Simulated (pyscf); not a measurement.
Thermochemistry of product channels of H₃Si–Si:–SiH₃ [singlet] on the singlet surface, in kJ/mol, from CCSD(T)/def2-TZVPP + ΔMP2(QZVPP) energies (ideal gas, 1 atm, RRHO with modes under 100 cm⁻¹ raised to 100, one conformer, R ln 2 for chiral ones without a mode under 150 cm⁻¹). Structures and frequencies: ωB97X-D3(BJ)/def2-SVP in PySCF. Correlated levels are frozen-core, on RHF or UHF. ΔMP2 is the change of the MP2 total energy from the triple- to the quadruple-zeta basis.

```tsv
products	ΔE	ΔH(298 K)	ΔG(600 K)	ΔG(900 K)
:HSi–SiH₂–SiH₃ [singlet]	-22.8	-22.9	-14.5	-9.8
H₂Si=SiH–SiH₃	-34.5	-34.2	-37.9	-40.0
```

These are energies of the channels, which say nothing of barriers. H₃Si–Si:–SiH₃ [singlet] lies 66.7 kJ/mol over its isomer cyclic H₆Si₃ (SMILES [SiH2]1[SiH2][SiH2]1) (electronic energy, ωB97M-D3(BJ)). :HSi–SiH₂–SiH₃ [singlet] lies 41.5 kJ/mol over its isomer cyclic H₆Si₃ (SMILES [SiH2]1[SiH2][SiH2]1) (electronic energy, ωB97M-D3(BJ)). The CCSD(T) − MP2 part came from Ansatz, without density fitting, on the same reference.
